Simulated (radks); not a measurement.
The numbers below are computed, except where a source is named.
All-electron atom: Os III in [Kr] 4d10 4f14 5s2 5p5.5 5d6 5f0.5 (fractional occupations, a model configuration). Code: a radial shooting solver on a logarithmic mesh with Libxc functionals. Model: Dirac Kohn-Sham, revPBE, spin-unpolarised, spherical densities, finite nucleus; open shells fill j = l - 1/2 first; Fermi nuclear charge, rms radius 5.4126 fm.

Normalised radial functions P(r) = r R(r) (large component), r in bohr:

| r | 4f5/2 |
|---|---|
| 0.001273 | 0.0000 |
| 0.001768 | 0.0000 |
| 0.002454 | 0.0000 |
| 0.003379 | 0.0000 |
| 0.004691 | 0.0000 |
| 0.006512 | 0.0000 |
| 0.00904 | 0.0001 |
| 0.01255 | 0.0003 |
| 0.01742 | 0.0008 |
| 0.02418 | 0.0027 |
| 0.03357 | 0.0081 |
| 0.0466 | 0.0234 |
| 0.06418 | 0.0616 |
| 0.08909 | 0.1521 |
| 0.1237 | 0.3348 |
| 0.1717 | 0.6370 |
| 0.2383 | 1.0149 |
| 0.3309 | 1.3140 |
| 0.4593 | 1.3477 |
| 0.6376 | 1.0837 |
| 0.8851 | 0.6794 |
| 1.219 | 0.3308 |
| 1.692 | 0.1144 |
| 2.349 | 0.0261 |
| 3.261 | 0.0034 |
| 4.526 | 0.0002 |
| 6.283 | 0.0000 |
| 8.723 | 0.0000 |
| 12.11 | 0.0000 |
| 16.81 | 0.0000 |

4f5/2: eigenvalue -75.495 eV, 0 radial nodes, <r> = 0.552 bohr, 90 % of the charge inside 0.900 bohr.
